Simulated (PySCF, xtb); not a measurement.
In(NH2)3 (H₆InN₃), SMILES [NH2][In]([NH2])[NH2].

xtb with GFN2-xTB at its own geometry gives an orbital gap of 3.02 eV and a dipole moment of 1.45 D.

Coordinates come from a B3LYP-D3(BJ)/def2-SVP optimisation. The structure was generated by enumeration; whether it is a known compound was not checked. The def2 effective core potentials stand for the cores of In; spin–orbit coupling is left out. Other conformers were not sampled.

Problem. What does PySCF with PBE/def2-TZVP give? (Estimate from the structure and the level; the computed values follow.)

Solution. gap 3.74 eV (levels -5.41 and -1.67 eV), dipole 1.01 D.
